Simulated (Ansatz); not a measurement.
Isolated molecules relaxed with PBE0-D4/def2-TZVP in Ansatz; ΔE leaves out vibrations. CBS: MP2 limit from def2 TZ/QZ plus the TZ coupled-cluster correction, frozen cores. DFT in def2-TZVPP. For Br outer-core shells are correlated without core-valence functions, which leaves a few kJ/mol of doubt a bond. Scalar relativity is left out up to krypton. Each species was taken in one conformer, which may not be the lowest.

Reaction (formal exchange of groups at the Si–Si bond): `F[SiH2][SiH](F)Br` + `C=CC=N` → `N=C[SiH2]F` + `C=C[SiH](F)Br`

`F[SiH2][SiH](F)Br`:

```xyz
8

F    -1.347    1.394   -1.169
Si   -0.247    0.229   -1.170
Si    0.407   -0.148    1.056
F     1.537   -1.279    1.057
Br   -1.339   -0.891    2.190
H    -0.852   -1.000   -1.740
H     0.898    0.671   -2.006
H     0.944    1.024    1.783
```

`C=CC=N`:

Cartesian coordinates in Å:
```
C 0.478 1.137 0.471
C 0.590 0.119 -0.376
C -0.256 -1.085 -0.335
N -1.458 -1.174 0.054
H 1.124 2.003 0.405
H -0.254 1.129 1.274
H 1.371 0.131 -1.132
H 0.219 -2.005 -0.690
H -1.814 -0.255 0.328
```

`N=C[SiH2]F`:

Z-matrix (Å, degrees):
```
Si
C 1 1.881
F 1 1.601 2 105.8
H 1 1.483 2 111.6 3 118.0
H 1 1.483 2 111.6 3 -118.0
N 2 1.269 1 124.3 3 -0.3
H 2 1.098 1 119.4 3 179.7
H 6 1.023 2 111.2 1 0.0
```

`C=C[SiH](F)Br`:

Z-matrix (Å, degrees):
```
Si
C 1 1.837
Br 1 2.210 2 110.5
F 1 1.593 2 110.8 3 -118.1
H 1 1.477 2 111.3 3 121.2
C 2 1.331 1 120.4 3 -121.4
H 2 1.088 1 120.2 3 57.5
H 6 1.086 2 122.2 1 179.2
H 6 1.087 2 121.8 1 -0.7
```

```tsv
level	ΔE (eV)
r2SCANh	-0.25
CCSD(T)/def2-SVP	-0.26
MP2/def2-TZVPP	-0.36
SCS-MP2/def2-QZVPP	-0.36
```

Task: What does CCSD(T)/CBS give? (An estimate is asked.)

Result: The calculation gave: -0.32 eV. The listed levels differ from it by 0.07, 0.06, -0.04, -0.04 eV.

Task: What do rigid-rotor, harmonic-oscillator terms from PBE0-D4/def2-TZVP frequencies (298.15 K, 1 bar) make of the CCSD(T)/CBS value? (Best estimate.)

Result: Ansatz gave: ΔZPE = -0.02 eV, ΔH = -0.34 eV, ΔS = -6 J/(mol·K), ΔG = -0.32 eV. Modes under 50 cm⁻¹ make the entropy rough.

Largest T1 diagnostic among the species: 0.012.

From PBE to PBE0 (25 % exact exchange), in def2-TZVPP and without D4, ΔE moves by −0.04 eV. At CCSD(T), def2-SVP lies +0.06 eV from the extrapolated value and def2-TZVPP −0.00 eV.
